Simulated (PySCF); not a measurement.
## Polarisability and C₆ of Nb (niobium, neutral)

[Kr] 4d4 5s1, high-spin 6D determinant. Calculation: PySCF 2.14, in aug-cc-pwCVTZ-DK; scalar relativity by spin-free X2C-1e. Coupled (time-dependent) response in atomic units; α is the mean over directions.

| method | mean α (bohr³) | α xx, yy, zz | C₆ (like pair) | S(−4) |
| --- | --- | --- | --- | --- |
| PBE0 | 96.54 | 94.98, 94.98, 99.66 | 1089 | 5627 |

S(−4) is the Cauchy moment in α(ω) = α(0) + S(−4) ω² + …

Reference α: 98 ± 8 bohr³ (recommended; Schwerdtfeger and Nagle, table of static dipole polarizabilities (2023 update)). Published C₆: 1140 (Gould and Bucko (2016)).

Spin-orbit coupling is absent.

α(iu) at PBE0:

| u (hartree) | α(iu) (bohr³) |
| --- | --- |
| 0 | 96.54 |
| 0.0500 | 84.58 |
| 0.100 | 63.36 |
| 0.200 | 35.83 |
| 0.300 | 23.57 |
| 0.500 | 13.29 |
| 0.750 | 8.185 |
| 1.00 | 5.703 |
| 1.50 | 3.308 |
| 2.00 | 2.175 |
| 3.00 | 1.148 |
| 5.00 | 0.4866 |

A single London oscillator, α(iu) = α/(1 + u²/ω²), gives C₆ = (3/4) ω α². Matching the computed C₆ needs ω = 4 × 1089 / (3 × 96.54²) = 0.156 hartree.

The components differ because the open shell of this determinant is not spherical; for a pure term their mean is the scalar polarisability.
